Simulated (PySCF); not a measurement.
ClSn (SMILES [Cl][Sn]), doublet (typed; the unrestricted solution is spin-contaminated), geometry from GFN2-xTB (such geometries of metal compounds can be far from the true shape) (core potentials on Sn), with bond 2-1 at 1.8 times its length; HF/def2-SVP run with PySCF.

The PySCF input:
```python
from pyscf import gto, scf

mol = gto.M(
    atom='''
Sn   -0.00000000   -0.00000000   -0.60000371
Cl    0.00000000    0.00000000    3.65649317
''',
    basis='def2-svp',
    ecp={'Sn': 'def2-svp'},
    spin=1,
    verbose=3,
)

mf = scf.UHF(mol)
mf.kernel()
mo_i, mo_e, stable_i, stable_e = mf.stability(internal=True, external=True, return_status=True, nroots=6, tol=1e-6)
print('internally stable:', stable_i, ' externally stable:', stable_e)
if not stable_i:
    umf = mf.copy()
    umf.scf_summary = {}
    umf.kernel(umf.make_rdm1(mo_i, mf.mo_occ))
mf.analyze()
```

What the program printed (banner, timings and long lists left out):

```
SCF not converged.
SCF energy = -672.58883215089 after 50 cycles  <S^2> = 0.94930219  2S+1 = 2.1902531
<class 'pyscf.scf.uhf.UHF'> wavefunction has an internal instability
<class 'pyscf.scf.uhf.UHF'> wavefunction has an real -> complex instability
<class 'pyscf.scf.uhf.UHF'> wavefunction has an UHF/UKS -> GHF/GKS instability
internally stable: False  externally stable: False
converged SCF energy = -672.654457647416  <S^2> = 1.7636549  2S+1 = 2.8380662
**** MO energy ****
                             alpha | beta                alpha | beta
MO #1   energy= -104.567397637188  | -104.569803856657  occ= 1 | 1
MO #2   energy= -10.3264118852399  | -10.3288356060128  occ= 1 | 1
MO #3   energy= -7.80051894357818  | -7.80445906187764  occ= 1 | 1
MO #4   energy= -7.79864804718841  | -7.80402540136627  occ= 1 | 1
MO #5   energy= -7.79835121353042  | -7.80167410897039  occ= 1 | 1
MO #6   energy= -5.99858182026743  | -5.99351427677757  occ= 1 | 1
MO #7   energy= -4.18564967770649  | -4.18509971509852  occ= 1 | 1
MO #8   energy= -4.18559054702692  | -4.18489504905696  occ= 1 | 1
MO #9   energy= -4.18070774980721  | -4.16695630797027  occ= 1 | 1
MO #10  energy= -1.45430407191428  | -1.45332214885374  occ= 1 | 1
MO #11  energy= -1.4543036710112   | -1.45332156282786  occ= 1 | 1
MO #12  energy= -1.44451636151453  | -1.43766178554525  occ= 1 | 1
MO #13  energy= -1.44439546882325  | -1.4374815912875   occ= 1 | 1
MO #14  energy= -1.44127798368831  | -1.43252910845163  occ= 1 | 1
MO #15  energy= -0.827942400870214 | -0.851985362069023 occ= 1 | 1
MO #16  energy= -0.658505855566958 | -0.575180596404017 occ= 1 | 1
MO #17  energy= -0.36289488894311  | -0.275170806933191 occ= 1 | 1
MO #18  energy= -0.259957582282822 | -0.274497912631549 occ= 1 | 1
MO #19  energy= -0.236355943789988 | -0.273384263496941 occ= 1 | 1
MO #20  energy= -0.23373198680795  | -0.0776088145231689 occ= 1 | 0
MO #21  energy= -0.104633996347011 | -0.0770188763736164 occ= 0 | 0
MO #22  energy= -0.104044894018621 | -0.0179992200013714 occ= 0 | 0
MO #23  energy= 0.18068090965054   | 0.200156994278302  occ= 0 | 0
MO #24  energy= 0.284402096419006  | 0.294774822415455  occ= 0 | 0
MO #25  energy= 0.284581244746119  | 0.295208042717919  occ= 0 | 0
MO #26  energy= 0.298387276979187  | 0.352543029690629  occ= 0 | 0
MO #27  energy= 0.38013882812119   | 0.406471155800358  occ= 0 | 0
MO #28  energy= 0.380947855810367  | 0.406471988427898  occ= 0 | 0

Dipole moment(X, Y, Z, Debye):  0.00000, -0.00000, -13.63047
```

Convergence was not reached.
